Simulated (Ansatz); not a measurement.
```yaml
crystal:
  periodic: [false, false, false]
  atoms:
    - {symbol: C, position_ang: [-0.648703, -0.711836, 2.181751]}
    - {symbol: O, position_ang: [0.073254, -0.307688, 1.046003]}
    - {symbol: W, position_ang: [0.155817, 0.898784, -0.361834]}
    - {symbol: C, position_ang: [0.648275, -0.148882, -2.129711]}
    - {symbol: O, position_ang: [1.382429, 2.070596, -0.166336]}
    - {symbol: O, position_ang: [-1.328521, 1.675721, -0.682335]}
    - {symbol: H, position_ang: [-1.709896, -0.473667, 2.074364]}
    - {symbol: H, position_ang: [-0.531785, -1.790875, 2.301294]}
    - {symbol: H, position_ang: [-0.250505, -0.211600, 3.067589]}
    - {symbol: H, position_ang: [0.713017, 0.540888, -2.974110]}
    - {symbol: H, position_ang: [-0.119076, -0.896989, -2.347496]}
    - {symbol: H, position_ang: [1.615695, -0.644444, -2.009179]}
basis:
  gaussian: {orbitals: def2-mTZVPP, fitting: {mean_field: cc-pVTZ-jkfit}}
total_charge: -1
magnetization: {spin_polarized: true, initial_magnetization: 1}
hamiltonian: {xc: {name: B97}}
```

```sh
$ ansatz run in.yaml --threads 4 --pin off --events-out ev --progress --plain --max-ram 11315MiB
```

Q: How does Ansatz answer? (Estimate.)

A: Ansatz gave: The program refused the input.
```
Functional definition: B97
Error: <dir> the basis set cc-pVTZ-JKFIT has no functions for W
```
